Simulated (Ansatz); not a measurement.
The cluster CuPd₂⁺. The state is a triplet with charge 1. Geometry PBE-D4/def2-TZVP, that of the neutral doublet; atoms count from 1.

```xyz
3

Pd    0.484   -1.348    0.134
Pd    0.367    0.839   -1.110
Cu   -0.851    0.509    0.976
```

In the def2 sets Pd takes a core potential; there is no spin–orbit coupling. The structure comes from a short search, and lower isomers may exist.

**Question.** Estimate the Mulliken populations from the PBE0/def2-TZVP orbitals of Ansatz.

**Answer.** 
| atom | charge (e) | spin (α − β) | d electrons |
| --- | --- | --- | --- |
| Pd1 | 0.31 | 0.94 | 9.11 |
| Pd2 | 0.31 | 0.94 | 9.11 |
| Cu3 | 0.38 | 0.12 | 9.94 |
Mulliken values depend strongly on the basis.

**Question.** Where does the spin sit?

**Answer.** Summed by element: Pd 1.88, Cu 0.12, of 2 unpaired in all. Largest on single atoms: Pd2 0.94, Pd1 0.94, Cu3 0.12.

**Question.** And the Mayer bond orders between heavy atoms (over 0.3)?

**Answer.** Pd1–Pd2 0.74 (2.52 Å); Pd1–Cu3 0.53 (2.44 Å); Pd2–Cu3 0.53 (2.44 Å).
